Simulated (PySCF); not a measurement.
C$_{2}$H$_{4}$Cl (SMILES C[CH-]Cl), charge -1, singlet, at a GFN2-xTB geometry, with bond 3-1 at 1.8 times its length; HF/3-21G in PySCF.

The PySCF input:
```python
from pyscf import gto, scf

mol = gto.Mole()
mol.atom = '''
    C    -0.04236295    0.94301768    0.11643630
    C     1.46068694    0.70302549   -0.00366344
    Cl   -1.41990849   -2.15545075   -0.06689143
    H    -0.36931829    1.35703846   -0.87902207
    H     1.94738318    1.68689299   -0.01568052
    H     1.83394692    0.15833098    0.87083844
    H     1.80836665    0.15349103   -0.90076143
'''
mol.basis = '3-21g'
mol.charge = -1
mol.verbose = 4
mol.build()

mf = scf.RHF(mol)
mf.kernel()
mo_i, mo_e, stable_i, stable_e = mf.stability(internal=True, external=True, return_status=True, nroots=6, tol=1e-6)
print('internally stable:', stable_i, ' externally stable:', stable_e)
if not stable_e:
    umf = mf.to_uhf() if not hasattr(mf, 'xc') else mf.to_uks()
    umf.scf_summary = {}
    umf.kernel(umf.make_rdm1(mo_e, umf.mo_occ))
```

The log (banner, timings and long lists left out):

```
PySCF version 2.14.0

[INPUT] verbose = 4
[INPUT] num. atoms = 7
[INPUT] num. electrons = 34
[INPUT] charge = -1
[INPUT] spin (= nelec alpha-beta = 2S) = 0
[INPUT] symmetry False subgroup None
[INPUT] Mole.unit = angstrom
[INPUT] Symbol           X                Y                Z      unit          X                Y                Z       unit  Magmom
[INPUT]  1 C     -0.042362950000   0.943017680000   0.116436300000 AA   -0.080054373329   1.782045145823   0.220032717958 Bohr   0.0
[INPUT]  2 C      1.460686940000   0.703025490000  -0.003663440000 AA    2.760298270329   1.328525634688  -0.006922898274 Bohr   0.0
[INPUT]  3 Cl    -1.419908490000  -2.155450750000  -0.066891430000 AA   -2.683238168045  -4.073211592488  -0.126406482781 Bohr   0.0
[INPUT]  4 H     -0.369318290000   1.357038460000  -0.879022070000 AA   -0.697910420893   2.564431029902  -1.661110969748 Bohr   0.0
[INPUT]  5 H      1.947383180000   1.686892990000  -0.015680520000 AA    3.680020869785   3.187765752549  -0.029631888291 Bohr   0.0
[INPUT]  6 H      1.833946920000   0.158330980000   0.870838440000 AA    3.465657405790   0.299202189234   1.645646150343 Bohr   0.0
[INPUT]  7 H      1.808366650000   0.153491030000  -0.900761430000 AA    3.417317701297   0.290056009277  -1.702192406272 Bohr   0.0

nuclear repulsion = 69.0593811170625
number of shells = 25
number of NR pGTOs = 69
number of NR cGTOs = 39
basis = 3-21g
ecp = {}

******** <class 'pyscf.scf.hf.RHF'> ********
method = RHF
initial guess = minao
damping factor = 0
level_shift factor = 0
DIIS = <class 'pyscf.scf.diis.CDIIS'>
diis_start_cycle = 1
diis_space = 8
diis_damp = 0
SCF conv_tol = 1e-09
SCF conv_tol_grad = None
SCF max_cycles = 50
direct_scf = True
direct_scf_tol = 1e-13
Set gradient conv threshold to 3.16228e-05
Initial guess from minao.
init E= -534.089861003221
cycle= 1 E= -534.777878500229  delta_E= -0.688  |g|= 0.411  |ddm|= 2.14
cycle= 2 E= -534.832494157106  delta_E= -0.0546  |g|= 0.138  |ddm|= 0.712
cycle= 3 E= -534.838014170576  delta_E= -0.00552  |g|= 0.0285  |ddm|= 0.181
cycle= 4 E= -534.838809032625  delta_E= -0.000795  |g|= 0.011  |ddm|= 0.0878
cycle= 5 E= -534.839042788181  delta_E= -0.000234  |g|= 0.00644  |ddm|= 0.0488
cycle= 6 E= -534.839148419347  delta_E= -0.000106  |g|= 0.00404  |ddm|= 0.0274
cycle= 7 E= -534.839207852215  delta_E= -5.94e-05  |g|= 0.00153  |ddm|= 0.0275
cycle= 8 E= -534.839215798579  delta_E= -7.95e-06  |g|= 0.000294  |ddm|= 0.0123
cycle= 9 E= -534.839215932817  delta_E= -1.34e-07  |g|= 6.97e-05  |ddm|= 0.0016
cycle= 10 E= -534.839215937997  delta_E= -5.18e-09  |g|= 1.39e-05  |ddm|= 0.000319
cycle= 11 E= -534.839215938173  delta_E= -1.76e-10  |g|= 2.76e-06  |ddm|= 4.61e-05
Extra cycle  E= -534.839215938178  delta_E= -5.46e-12  |g|= 1.31e-06  |ddm|= 6.2e-06
converged SCF energy = -534.839215938178
rhf_internal: lowest eigs of H = [0.39757994 0.84694101 0.84791505 0.86631175 1.0783724  1.41384365]
<class 'pyscf.scf.hf.RHF'> wavefunction is stable in the internal stability analysis
rhf_real2complex: lowest eigs of H = [0.025548   0.20349276 0.20992257 0.21007577 0.24021772 0.31973309]
<class 'pyscf.scf.hf.RHF'> wavefunction is stable in the real -> complex stability analysis
rhf_external: lowest eigs of H = [-0.07157844  0.17444584  0.20208728  0.20738784  0.20858451  0.22244055]
<class 'pyscf.scf.hf.RHF'> wavefunction has an RHF/RKS -> UHF/UKS instability
internally stable: True  externally stable: False

******** <class 'pyscf.scf.uhf.UHF'> ********
method = UHF
initial guess = minao
damping factor = 0
level_shift factor = 0
DIIS = <class 'pyscf.scf.diis.CDIIS'>
diis_start_cycle = 1
diis_space = 8
diis_damp = 0
SCF conv_tol = 1e-09
SCF conv_tol_grad = None
SCF max_cycles = 50
direct_scf = True
direct_scf_tol = 1e-13
number electrons alpha = 17  beta = 17
Set gradient conv threshold to 3.16228e-05
init E= -534.811083023385
cycle= 1 E= -534.82900304798  delta_E= -0.0179  |g|= 0.0461  |ddm|= 0.235
cycle= 2 E= -534.833656931151  delta_E= -0.00465  |g|= 0.0319  |ddm|= 0.0863
cycle= 3 E= -534.838195223453  delta_E= -0.00454  |g|= 0.0258  |ddm|= 0.102
cycle= 4 E= -534.841711534027  delta_E= -0.00352  |g|= 0.0236  |ddm|= 0.0881
cycle= 5 E= -534.847299422033  delta_E= -0.00559  |g|= 0.0195  |ddm|= 0.158
cycle= 6 E= -534.852793325009  delta_E= -0.00549  |g|= 0.0104  |ddm|= 0.231
cycle= 7 E= -534.853701543224  delta_E= -0.000908  |g|= 0.00441  |ddm|= 0.0855
cycle= 8 E= -534.853868891488  delta_E= -0.000167  |g|= 0.00219  |ddm|= 0.0512
cycle= 9 E= -534.853876218648  delta_E= -7.33e-06  |g|= 0.000594  |ddm|= 0.00567
cycle= 10 E= -534.853877274674  delta_E= -1.06e-06  |g|= 0.000243  |ddm|= 0.00296
cycle= 11 E= -534.853877391817  delta_E= -1.17e-07  |g|= 0.00012  |ddm|= 0.000877
cycle= 12 E= -534.853877420545  delta_E= -2.87e-08  |g|= 5.15e-05  |ddm|= 0.000412
cycle= 13 E= -534.853877427376  delta_E= -6.83e-09  |g|= 2.37e-05  |ddm|= 0.000216
cycle= 14 E= -534.853877429113  delta_E= -1.74e-09  |g|= 1.37e-05  |ddm|= 7.93e-05
cycle= 15 E= -534.853877429969  delta_E= -8.56e-10  |g|= 8.58e-06  |ddm|= 5.32e-05
Extra cycle  E= -534.853877430181  delta_E= -2.12e-10  |g|= 7.01e-06  |ddm|= 1.64e-05
converged SCF energy = -534.853877430181  <S^2> = 0.65696099  2S+1 = 1.90469
```
